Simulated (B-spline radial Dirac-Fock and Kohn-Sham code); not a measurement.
Atomic SCF run for Si

ΔSCF core binding energies without Breit or QED terms, calculated with an atomic code on a B-spline grid.

Input (task.json):

```json
{"items": [{"Z": 14, "q": 0, "cfg": [[1, 0, 2], [2, 0, 2], [2, 1, 6], [3, 0, 2], [3, 1, 2]], "A": 28, "rrms": 3.1224, "do": "settings", "holes": ["K", "L3", "M5"],
  "settings": [{"rel": "dirac", "method": "rpbe,pbe", "nuc": "fermi", "radius_factor": 1.0, "rmax": 45.0, "h": 0.12, "order": 8, "points": 10, "c_factor": 1.0, "maxit": 60, "damp": 0.5, "ndamp": 3, "tol": 1e-06}]}]}
```

Command: `python xray2_run.py task.json out`

Ground-state iterations:

```
iter   energy (Ha)        error
   1     -289.14190095  2.31e-01
   2     -289.67184148  5.04e-02
   3     -289.94615068  1.19e-02
   4     -289.96097941  4.74e-03
   5     -289.96146511  1.13e-03
   6     -289.96172046  3.45e-04
   7     -289.96173743  5.62e-05
   8     -289.96173797  1.03e-05
   9     -289.96173799  1.12e-07
```

The ground state converged in 9 iterations, with total energy -289.96174 Ha, virial ratio 1.99710 and highest orbital energy -4.06 eV. ΔSCF binding energies: K (1s) 1862.3 eV, L3 (2p3/2) 109.8 eV. Holes are computed only in closed shells, and unreliable hole states are left out.
